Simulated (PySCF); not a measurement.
**Dipole response of Cr (chromium, neutral)**

[Ar] 3d5 4s1, high-spin 7S determinant. Calculation: PySCF 2.14, in x2c-QZVPPall with one added diffuse shell each of s, p, d, f, g type (12s8p6d4f3g, 121 functions); scalar relativity by spin-free X2C-1e. Coupled (time-dependent) response in atomic units; α is the mean over directions.

| method | mean α (bohr³) | C₆ (like pair) | S(−4) |
| --- | --- | --- | --- |
| UHF | 106.7 | 972.2 | 10120 |
| PBE | 70.03 | 579.7 | 3736 |

S(−4) is the Cauchy moment in α(ω) = α(0) + S(−4) ω² + …

Reference α: 83 ± 12 bohr³ (recommended; Schwerdtfeger and Nagle, table of static dipole polarizabilities (2023 update)). Published C₆: 602.0 (Chu and Dalgarno (2004); Tang, Norbeck and Certain (1976)).

Hartree-Fock lies above the reference because it lacks correlation, which contracts the outer shell.

α(iu) at UHF:

```json
{"u (hartree)": "0", "α(iu) (bohr³)": "106.7"}
{"u (hartree)": "0.0500", "α(iu) (bohr³)": "86.77"}
{"u (hartree)": "0.100", "α(iu) (bohr³)": "57.46"}
{"u (hartree)": "0.200", "α(iu) (bohr³)": "27.33"}
{"u (hartree)": "0.300", "α(iu) (bohr³)": "16.29"}
{"u (hartree)": "0.500", "α(iu) (bohr³)": "8.523"}
{"u (hartree)": "0.750", "α(iu) (bohr³)": "5.203"}
{"u (hartree)": "1.00", "α(iu) (bohr³)": "3.686"}
{"u (hartree)": "1.50", "α(iu) (bohr³)": "2.245"}
{"u (hartree)": "2.00", "α(iu) (bohr³)": "1.546"}
{"u (hartree)": "3.00", "α(iu) (bohr³)": "0.8733"}
{"u (hartree)": "5.00", "α(iu) (bohr³)": "0.3944"}
```

A single London oscillator, α(iu) = α/(1 + u²/ω²), gives C₆ = (3/4) ω α². Matching the computed C₆ needs ω = 4 × 972.2 / (3 × 106.7²) = 0.114 hartree.
